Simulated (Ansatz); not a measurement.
One change: `C[Si](N)(Cl)Cl` becomes `C[SiH](Cl)Cl`.

Ansatz, PBE0-D4/def2-TZVP geometries, multiplicity 1. Each molecule was computed in one conformer, which needn't be the lowest.

```
                                          property  `C[Si](N)(Cl)Cl`
               LUMO energy (B3LYP/def2-TZVPP) / eV              0.32
size of the dipole moment (ωB97M-V/def2-TZVPP) / D              2.40
               HOMO energy (B3LYP/def2-TZVPP) / eV             -7.76
                 HOMO energy (PBE/def2-TZVPP) / eV             -6.55
              HOMO–LUMO gap (PBE0/def2-TZVPP) / eV              8.69
             HOMO energy (ωB97M-V/def2-TZVPP) / eV            -10.38
```

**Question.** What does the change do to each property? (Best estimate.)

**Answer.** Computed: 
```json
{"property": "LUMO energy (B3LYP/def2-TZVPP) / eV", "`C[SiH](Cl)Cl`": "0.32", "shift": "0.00"}
{"property": "size of the dipole moment (ωB97M-V/def2-TZVPP) / D", "`C[SiH](Cl)Cl`": "1.97", "shift": "-0.43"}
{"property": "HOMO energy (B3LYP/def2-TZVPP) / eV", "`C[SiH](Cl)Cl`": "-8.61", "shift": "-0.85"}
{"property": "HOMO energy (PBE/def2-TZVPP) / eV", "`C[SiH](Cl)Cl`": "-7.48", "shift": "-0.93"}
{"property": "HOMO–LUMO gap (PBE0/def2-TZVPP) / eV", "`C[SiH](Cl)Cl`": "9.39", "shift": "0.70"}
{"property": "HOMO energy (ωB97M-V/def2-TZVPP) / eV", "`C[SiH](Cl)Cl`": "-11.07", "shift": "-0.69"}
```

With PBE0 the HOMO falls by 0.81 eV and the LUMO falls by 0.12 eV, so the gap widens by about 0.69 eV. PBE moves the HOMO by -0.93 eV and ωB97M-V by -0.69 eV. The zero-point energy changes by -46.9 kJ/mol with -6 modes. Dipoles are sizes alone; their direction can turn.

B3LYP here is the variant with VWN-RPA as its local correlation; programs differ in this.
